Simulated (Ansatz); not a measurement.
The cluster Re₄⁺, relaxed as a doublet with UKS PBE0-D4/def2-SVP in Ansatz, starting from the GFN1-xTB geometry. Force threshold 0.02 eV/Å.

In the def2 sets Re takes a core potential; there is no spin–orbit coupling. The charge 1 doublet is spin-contaminated (final ⟨S²⟩ up to 2.65, 0.75 for a pure state). The structure comes from a short search, and lower isomers may exist.

Start:

```xyz
4

Re    1.867    0.635   -0.358
Re   -1.866   -0.635    0.360
Re   -0.227    1.061    0.695
Re    0.227   -1.061   -0.697
```

```
         step  energy (eV)  largest force component (eV/Å)  SCF passes
            1   -8507.7457                           3.469         114
            2   -8508.4059                           2.597         171
            3   -8509.0350                           3.014          84
            4   -8509.3138                           2.022          67
            5   -8509.4088                           0.516          55
            6   -8509.4193                           0.106          52
            7   -8509.4197                           0.034          53
            8   -8509.4204                           0.235          58
            9   -8509.4228                           0.143          49
           10   -8509.4290                           0.079          51
           11   -8509.4292                           0.156          51
           12   -8509.4304                           0.055          46
13 (rejected)   -8509.4286                           0.185          46
           14   -8509.4306                           0.016          49
           15   -8509.4306                           0.006          53
           16   -8509.4306                           0.000          55
```

Force components are those of the run's own axes.

End:

```xyz
4

Re    1.547    0.441   -0.167
Re   -1.478   -0.586    0.412
Re   -0.313    1.373    0.731
Re    0.244   -1.228   -0.975
```

Bonds formed: Re1–Re2 (atoms count from 1). The end is the same structure that another start reached, the lowest one found.

The force fell under the threshold at step 14, but the optimiser went on. No frequencies were taken in this run, so the end may be a saddle point.

Run time 3.3 min (2 threads of Arm Neoverse V1 on a shared host).
